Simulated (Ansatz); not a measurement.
`[F][Cd][N]([SiH3])[SiH3]` + silanol → `[F][Cd][O][SiH3]` + `[SiH3]N[SiH3]` at 600 K and 1 bar (ligand exchange at a Cd–N bond).

Calculated with Ansatz (gas phase, PBE0-D4/def2-TZVP geometries, no zero-point term in ΔE). CBS: MP2 limit from def2 TZ/QZ plus the TZ coupled-cluster correction, frozen cores. This one scheme is used for every species. Elements past krypton have def2 core potentials. For Cd outer-core shells are correlated without core-valence functions, which leaves a few kJ/mol of doubt a bond. One conformer a species, not always the lowest.

```json
{"species": "`[F][Cd][N]([SiH3])[SiH3]`", "CCSD(T)/CBS energy (Eh)": "-904.02928", "H − E (kJ/mol)": "226.3", "S (J/(mol·K))": "534.0"}
{"species": "`O[SiH3]`", "CCSD(T)/CBS energy (Eh)": "-366.69042", "H − E (kJ/mol)": "135.7", "S (J/(mol·K))": "307.9"}
{"species": "`[F][Cd][O][SiH3]`", "CCSD(T)/CBS energy (Eh)": "-633.61664", "H − E (kJ/mol)": "131.9", "S (J/(mol·K))": "427.8"}
{"species": "`[SiH3]N[SiH3]`", "CCSD(T)/CBS energy (Eh)": "-637.10515", "H − E (kJ/mol)": "230.1", "S (J/(mol·K))": "420.5"}
```

H − E and S are ideal-gas, rigid-rotor, harmonic terms from PBE0-D4/def2-TZVP, for one conformer and one mirror image of each species. 1 Eh = 2625.50 kJ/mol, R = 8.31446 J/(mol·K).

Problem. By hand: ΔE, ΔH, ΔS and ΔG.

Solution. ΔE = (-633.61664) + (-637.10515) − (-904.02928) − (-366.69042) = -0.00209 Eh = -5.5 kJ/mol. Δ(H − E) = 131.9 + 230.1 − 226.3 − 135.7 = 0.0, so ΔH = -5.5 kJ/mol. ΔS = 427.8 + 420.5 − 534.0 − 307.9 = 6.4 J/(mol·K). ΔG = -5.5 − 600 × (6.4)/1000 = -9.3 kJ/mol.

Problem. By hand: the equilibrium constant, and the temperature at which ΔG would vanish if ΔH and ΔS stayed fixed.

Solution. log₁₀ K = −ΔG/(RT ln 10) = 0.8. ΔH and −TΔS have one sign here, so there is no such temperature. One of them is within its doubt of zero, so this could turn.

TΔS isn't small against ΔH here. A doubt of 5 kJ/mol in ΔE shifts log₁₀ K by 0.4 here. Other conformers and mirror images would add mixing entropy, several J/(mol·K) or more a flexible species. Modes under 60 cm⁻¹, often nearly free rotors, make the harmonic entropy too high. These are equilibria of isolated gas molecules and say nothing of rates. Largest T1 diagnostic: 0.016 (customary marks: 0.02 for closed shells, 0.045 for open ones).
